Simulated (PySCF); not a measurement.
PySCF job for VOCl3, SMILES [O]=[V]([Cl])([Cl])[Cl], multiplicity 1, TDDFT-PBE0/def2-SVPD. Coordinates come from a PBE-D3(BJ)/def2-SVP optimisation. The spin state was assumed, not searched.

```python
import numpy as np
from pyscf import gto, scf, dft, tdscf

mol = gto.M(
    atom='''
    V     0.00000000   -0.00000000   -0.26049669
    O    -0.00000000    0.00000000   -1.81889659
    Cl    1.76834289    1.02095324    0.40279601
    Cl   -1.76834288    1.02095325    0.40279601
    Cl   -0.00000001   -2.04190648    0.40279601
    ''',
    basis='def2-SVPD',
    charge=0,
    spin=0,
    symmetry=True,
    max_memory=1600,
    verbose=4,
)
mf = dft.RKS(mol, xc='pbe0').density_fit(auxbasis='def2-universal-jkfit')
mf.grids.level = 3
mf.conv_tol = 1e-9
mf.max_cycle = 100
mf.kernel()
mf.grids = dft.Grids(mol).set(level=1).build(with_non0tab=True)  # coarser grid for the response kernel
td = tdscf.TDDFT(mf)
td.singlet = True
td.nstates = 10
td.conv_tol = 1e-4
td.positive_eig_threshold = 1e-6
td.kernel(x0=td.get_init_guess(mf, 15))
td.analyze()
tt = tdscf.TDA(mf)
tt.singlet = False
tt.nstates = 4
tt.conv_tol = 1e-4
tt.positive_eig_threshold = 1e-6
tt.kernel(x0=tt.get_init_guess(mf, 9))
tt.analyze(verbose=3)
```

Program output:

```
PySCF version 2.14.0

[INPUT] verbose = 4
[INPUT] num. atoms = 5
[INPUT] num. electrons = 82
[INPUT] charge = 0
[INPUT] spin (= nelec alpha-beta = 2S) = 0
[INPUT] symmetry True subgroup None
[INPUT] Mole.unit = angstrom
[INPUT] Symbol           X                Y                Z      unit          X                Y                Z       unit  Magmom
[INPUT]  1 V      0.000000000000   0.000000000000  -0.260496690000 AA    0.000000000000   0.000000000000  -0.492267400456 Bohr   0.0
[INPUT]  2 O      0.000000000000   0.000000000000  -1.818896590000 AA    0.000000000000   0.000000000000  -3.437216404005 Bohr   0.0
[INPUT]  3 Cl     1.768342890000   1.020953240000   0.402796010000 AA    3.341683756422   1.929322009587   0.761174142968 Bohr   0.0
[INPUT]  4 Cl    -1.768342880000   1.020953250000   0.402796010000 AA   -3.341683737525   1.929322028485   0.761174142968 Bohr   0.0
[INPUT]  5 Cl    -0.000000010000  -2.041906480000   0.402796010000 AA   -0.000000018897  -3.858644019175   0.761174142968 Bohr   0.0

nuclear repulsion = 552.87674042978
point group symmetry = C3v, use subgroup Cs
symmetry origin: [-3.78342231e-17  3.91772485e-09 -1.84363523e-09]
symmetry axis x: [2.22254873e-09 1.00000000e+00 9.77982212e-10]
symmetry axis y: [ 1.23521135e-17 -9.77982212e-10  1.00000000e+00]
symmetry axis z: [ 1.00000000e+00 -2.22254873e-09 -1.45257266e-17]
num. orbitals of irrep A' = 85
num. orbitals of irrep A" = 53
number of shells = 54
number of NR pGTOs = 244
number of NR cGTOs = 138
basis = def2-SVPD
ecp = {}


[settings echo left out]
init E= -2398.82233800024
HOMO (A") = -0.401353414889802  LUMO (A") = -0.248127326621336  gap/eV = 4.16949
cycle= 1 E= -2398.46173608541  delta_E= 0.361  |g|= 1.06  |ddm|= 3.68
HOMO (A') = -0.352232172858251  LUMO (A') = -0.305893706375114  gap/eV = 1.26093
cycle= 2 E= -2389.66484300774  delta_E=  8.8  |g|= 6.75  |ddm|= 3.55
HOMO (A') = -0.316196156229081  LUMO (A") = -0.142622985938962  gap/eV = 4.72317
cycle= 3 E= -2398.52948428384  delta_E= -8.86  |g|= 0.883  |ddm|= 2.92
HOMO (A") = -0.349672987345024  LUMO (A") = -0.212255573087334  gap/eV = 3.73932
cycle= 4 E= -2398.58670750312  delta_E= -0.0572  |g|= 0.669  |ddm|= 0.91
HOMO (A") = -0.362834777864359  LUMO (A") = -0.184938686932342  gap/eV = 4.84080
cycle= 5 E= -2398.6773521147  delta_E= -0.0906  |g|= 0.222  |ddm|= 0.467
HOMO (A") = -0.358529625406319  LUMO (A") = -0.175790748538158  gap/eV = 4.97258
cycle= 6 E= -2398.68458643943  delta_E= -0.00723  |g|= 0.0838  |ddm|= 0.075
HOMO (A") = -0.361383815808239  LUMO (A") = -0.177606572150518  gap/eV = 5.00083
cycle= 7 E= -2398.6857697795  delta_E= -0.00118  |g|= 0.0156  |ddm|= 0.0404
HOMO (A") = -0.361396831578608  LUMO (A") = -0.177529831930188  gap/eV = 5.00328
cycle= 8 E= -2398.68581264269  delta_E= -4.29e-05  |g|= 0.00225  |ddm|= 0.00783
HOMO (A") = -0.361285781414479  LUMO (A") = -0.177439806441138  gap/eV = 5.00270
cycle= 9 E= -2398.68581381936  delta_E= -1.18e-06  |g|= 0.000219  |ddm|= 0.00206
HOMO (A") = -0.361294405218261  LUMO (A") = -0.177449401535972  gap/eV = 5.00268
cycle= 10 E= -2398.6858138338  delta_E= -1.44e-08  |g|= 6.56e-05  |ddm|= 0.000275
HOMO (A") = -0.36129341385539  LUMO (A") = -0.17744450839372  gap/eV = 5.00278
cycle= 11 E= -2398.68581383577  delta_E= -1.97e-09  |g|= 2.32e-05  |ddm|= 0.000106
HOMO (A") = -0.361294285754318  LUMO (A") = -0.177444029863473  gap/eV = 5.00282
cycle= 12 E= -2398.685813836  delta_E= -2.29e-10  |g|= 6.47e-06  |ddm|= 4.63e-05
HOMO (A") = -0.361293737425602  LUMO (A") = -0.177445245259608  gap/eV = 5.00277
Extra cycle  E= -2398.68581383595  delta_E= 5.59e-11  |g|= 1.63e-05  |ddm|= 1.96e-05
converged SCF energy = -2398.68581383595
tot grids = 31688
Overwritten attributes  positive_eig_threshold  of <class 'pyscf.tdscf.rks.TDDFT'>


******** <class 'pyscf.tdscf.rks.TDDFT'> for <class 'pyscf.df.df_jk.DFSymAdaptedRKS'> ********
nstates = 10 singlet
deg_eia_thresh = 1.000e-03
wfnsym = None
conv_tol = 0.0001
eigh lindep = 1e-12
eigh level_shift = 0
eigh max_cycle = 100


Excitation energies (eV)
[3.41713051 3.4642827  3.46428455 3.54713576 3.77510212 3.77511198
 4.15687428 4.15687547 4.44174381 4.61202676]

** Singlet excitation energies and oscillator strengths **
Excited State   1:   A"      3.41713 eV    362.83 nm  f=0.0000
      39 -> 42       -0.49704
      40 -> 43       -0.49703
Excited State   2:   A"      3.46428 eV    357.89 nm  f=0.0001
      39 -> 42        0.45122
      40 -> 43       -0.45123
      41 -> 43        0.29467
Excited State   3:   A'      3.46428 eV    357.89 nm  f=0.0001
      39 -> 43        0.45120
      40 -> 42        0.45129
      41 -> 42        0.29459
Excited State   4:   A'      3.54714 eV    349.53 nm  f=0.0009
      39 -> 43       -0.49726
      40 -> 42        0.49720
Excited State   5:   A'      3.77510 eV    328.43 nm  f=0.0241
      36 -> 42       -0.12523
      37 -> 43       -0.12521
      38 -> 43        0.16969
      39 -> 43       -0.17941
      40 -> 42       -0.17936
      41 -> 42        0.60320
Excited State   6:   A"      3.77511 eV    328.43 nm  f=0.0241
      36 -> 43        0.12521
      37 -> 42       -0.12521
      38 -> 42       -0.16968
      39 -> 42       -0.17943
      40 -> 43        0.17945
      41 -> 43        0.60317
Excited State   7:   A"      4.15687 eV    298.26 nm  f=0.0048
      36 -> 43        0.12522
      37 -> 42       -0.12522
      38 -> 42        0.66748
Excited State   8:   A'      4.15688 eV    298.26 nm  f=0.0048
      36 -> 42        0.12524
      37 -> 43        0.12522
      38 -> 43        0.66748
Excited State   9:   A"      4.44174 eV    279.13 nm  f=0.0000
      34 -> 42       -0.13065
      35 -> 43        0.13066
      36 -> 43       -0.47731
      37 -> 42       -0.47734
Excited State  10:   A'      4.61203 eV    268.83 nm  f=0.0005
      34 -> 43       -0.13700
      35 -> 42       -0.13601
      36 -> 42       -0.46092
      37 -> 43        0.45916
      39 -> 44        0.13061
      40 -> 45       -0.12985

** Transition electric dipole moments (AU) **
state          X           Y           Z        Dip. S.      Osc.
  1         0.0000     -0.0000      0.0000      0.0000      0.0000
  2        -0.0369     -0.0000      0.0000      0.0014      0.0001
  3        -0.0000      0.0370      0.0000      0.0014      0.0001
  4        -0.0000      0.0000      0.1019      0.0104      0.0009
  5        -0.0000     -0.5103     -0.0000      0.2604      0.0241
  6         0.5103     -0.0000     -0.0000      0.2604      0.0241
  7         0.2169     -0.0000     -0.0000      0.0470      0.0048
  8         0.0000      0.2169      0.0000      0.0470      0.0048
  9        -0.0000      0.0000      0.0000      0.0000      0.0000
 10        -0.0000      0.0008     -0.0693      0.0048      0.0005

** Transition velocity dipole moments (imaginary part, AU) **
state          X           Y           Z        Dip. S.      Osc.
  1         0.0000      0.0000      0.0000      0.0000      0.0000
  2        -0.0049     -0.0000     -0.0000      0.0000      0.0001
  3        -0.0000      0.0049      0.0000      0.0000      0.0001
  4         0.0000      0.0000      0.0132      0.0002      0.0009
  5        -0.0000     -0.0666     -0.0000      0.0044      0.0213
  6         0.0666     -0.0000      0.0000      0.0044      0.0213
  7         0.0305     -0.0000      0.0000      0.0009      0.0041
  8         0.0000      0.0305      0.0000      0.0009      0.0041
  9        -0.0000     -0.0000     -0.0000      0.0000      0.0000
 10        -0.0000      0.0001     -0.0120      0.0001      0.0006

** Transition magnetic dipole moments (imaginary part, AU) **
state          X           Y           Z
  1        -0.0000      0.0000     -0.4601
  2        -0.0000     -0.3927      0.0000
  3        -0.3926      0.0000     -0.0000
  4         0.0000      0.0000      0.0000
  5         0.0065      0.0000     -0.0000
  6         0.0000      0.0065      0.0000
  7         0.0000     -0.6758     -0.0000
  8         0.6758     -0.0000      0.0000
  9        -0.0000     -0.0000      0.8456
 10         0.0003     -0.0000     -0.0000
Overwritten attributes  positive_eig_threshold  of <class 'pyscf.tdscf.rks.TDA'>


******** <class 'pyscf.tdscf.rks.TDA'> for <class 'pyscf.df.df_jk.DFSymAdaptedRKS'> ********
nstates = 4 triplet
deg_eia_thresh = 1.000e-03
wfnsym = None
conv_tol = 0.0001
eigh lindep = 1e-12
eigh level_shift = 0
eigh max_cycle = 100


Excitation energies (eV)
[3.18494921 3.18501991 3.2584166  3.31003876]

** Triplet excitation energies and oscillator strengths **
Excited State   1:   A'      3.18495 eV    389.28 nm  f=0.0000
Excited State   2:   A"      3.18502 eV    389.27 nm  f=0.0000
Excited State   3:   A"      3.25842 eV    380.50 nm  f=0.0000
Excited State   4:   A'      3.31004 eV    374.57 nm  f=0.0000
```

Self-consistency was reached.

Cost: very roughly 4 core-minutes.
